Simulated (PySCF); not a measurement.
C₅H₅Cl.

```xyz
11

Cl    -0.0009     2.0048     0.0000
C     -0.0695     0.2865     0.0000
C     -1.1728    -0.4860     0.0000
C     -0.7373    -1.8945     0.0000
C      0.6102    -1.9545     0.0000
C      1.1729    -0.5583     0.0000
H     -2.2047    -0.1327     0.0000
H     -1.4201    -2.7470     0.0000
H      1.2227    -2.8578     0.0000
H      1.7977    -0.3520     0.8869
H      1.7977    -0.3520    -0.8869
```
Charge 0, spin multiplicity 1.

Coordinates come from a ωB97X-D3(BJ)/def2-SVP optimisation. The values are those of a single conformer.

Method: KT2/pcSseg-1 (PySCF). Non-relativistic, no solvent.

Computed absolute GIAO shielding of each atom: isotropic value and principal components (ppm):
```csv
atom,σ(iso),σ11,σ22,σ33,span
Cl1,738.2,488.4,771.8,954.4,465.9
C2,44.2,-38.4,71.0,99.9,138.3
C3,56.9,-29.8,67.0,133.3,163.1
C4,52.0,-38.9,55.1,140.0,178.9
C5,56.3,-33.9,56.0,146.8,180.7
C6,134.6,121.9,127.1,154.7,32.8
H7,24.9,23.0,23.1,28.5,5.4
H8,24.7,23.4,23.8,26.8,3.4
H9,25.0,23.7,25.1,26.1,2.4
H10,28.2,23.8,27.5,33.3,9.5
H11,28.2,23.8,27.5,33.3,9.5
```
